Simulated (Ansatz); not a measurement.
CH₆SeSi₂ (`C1[SiH2][SiH2][Se]1`). Charge 0, multiplicity 1. The geometry is a stationary point of PBE0-D4/def2-TZVP.

```xyz
10

C    -0.570   -1.328    0.049
Si   -0.107    0.129   -1.068
Si    0.733    1.208    0.811
Se   -0.569   -0.409    1.810
H    -1.556   -1.757   -0.130
H     0.172   -2.125    0.067
H     0.740   -0.208   -2.248
H    -1.339    0.810   -1.549
H     2.183    1.082    1.121
H     0.313    2.596    1.137
```

**Question.** What is the dipole moment at r2SCAN/def2-TZVPP? (Estimate.)

**Answer.** Ansatz gave: 1.29 D, with components (0.33, -0.31, -1.21) D in this frame, pointing from negative to positive charge.

**Question.** And with PBE, B3LYP, ωB97M-V? (An estimate is asked.)

**Answer.** Computed: PBE 1.16 D, B3LYP 1.29 D, ωB97M-V 1.33 D.

**Question.** Give the Mulliken charges with r2SCAN, PBE, B3LYP in def2-TZVPP. (Best estimate.)

**Answer.** Computed: 
```json
{"atom": "C1", "r2SCAN": "-0.24", "PBE": "-0.26", "B3LYP": "-0.31"}
{"atom": "Si2", "r2SCAN": "0.24", "PBE": "0.17", "B3LYP": "0.23"}
{"atom": "Si3", "r2SCAN": "0.19", "PBE": "0.12", "B3LYP": "0.17"}
{"atom": "Se4", "r2SCAN": "-0.13", "PBE": "-0.09", "B3LYP": "-0.11"}
{"atom": "H5", "r2SCAN": "0.10", "PBE": "0.13", "B3LYP": "0.13"}
{"atom": "H6", "r2SCAN": "0.11", "PBE": "0.14", "B3LYP": "0.14"}
{"atom": "H7", "r2SCAN": "-0.08", "PBE": "-0.06", "B3LYP": "-0.07"}
{"atom": "H8", "r2SCAN": "-0.06", "PBE": "-0.04", "B3LYP": "-0.06"}
{"atom": "H9", "r2SCAN": "-0.07", "PBE": "-0.05", "B3LYP": "-0.06"}
{"atom": "H10", "r2SCAN": "-0.07", "PBE": "-0.05", "B3LYP": "-0.06"}
```

B3LYP here is the variant with VWN-RPA as its local correlation; programs differ in this.
